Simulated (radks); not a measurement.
Species: the cadmium ion Cd4+. Configuration: [Kr] 4d8.

Calculated with a radial shooting solver on a logarithmic mesh with Libxc functionals: Dirac Kohn-Sham, PBE, spin-unpolarised, spherical densities, finite nucleus; open shells fill j = l - 1/2 first; Fermi nuclear charge, rms radius 4.6087 fm.

Energy parts (eV):
| part | energy |
|---|---|
| total | -152154.630 |
| kinetic | 159554.273 |
| electron-nucleus | -366785.640 |
| Hartree | 59238.884 |
| exchange-correlation | -4162.147 |

Orbitals (lengths in bohr, moments of r in powers of bohr; <r^-3> diverges for s and p1/2; r(90%) holds 90 % of the orbital's charge):
| orbital | occ. | eigenvalue (eV) | <r^4> | <r^-3> | r(90%) | <r^2> |
|---|---|---|---|---|---|---|
| 1s1/2 | 2 | -26563.36 | 4.065e-06 | - | 0.0546 | 0.001250 |
| 2s1/2 | 2 | -3989.773 | 0.0007161 | - | 0.203 | 0.02037 |
| 2p1/2 | 2 | -3718.120 | 0.0004648 | - | 0.182 | 0.01520 |
| 2p3/2 | 4 | -3525.661 | 0.0005392 | 3751 | 0.189 | 0.01652 |
| 3s1/2 | 2 | -788.3195 | 0.03297 | - | 0.527 | 0.1467 |
| 3p1/2 | 2 | -679.4617 | 0.03242 | - | 0.526 | 0.1419 |
| 3p3/2 | 4 | -645.0718 | 0.03647 | 682.1 | 0.542 | 0.1508 |
| 3d3/2 | 4 | -452.4877 | 0.03234 | 105.6 | 0.526 | 0.1316 |
| 3d5/2 | 6 | -445.4972 | 0.03357 | 99.16 | 0.531 | 0.1343 |
| 4s1/2 | 2 | -159.3309 | 1.094 | - | 1.26 | 0.8584 |
| 4p1/2 | 2 | -124.0514 | 1.462 | - | 1.36 | 0.9747 |
| 4p3/2 | 4 | -118.0346 | 1.648 | 119.5 | 1.40 | 1.035 |
| 4d3/2 | 4 | -62.9553 | 4.082 | 12.85 | 1.76 | 1.538 |
| 4d5/2 | 4 | -62.1249 | 4.249 | 11.97 | 1.78 | 1.570 |

The highest occupied level is 4d5/2 at -62.125 eV. Summed over all electrons, <r^2> = 22.89 bohr^2, which gives a Langevin (diamagnetic) susceptibility term of -18.1 x 10^-6 cm^3/mol.
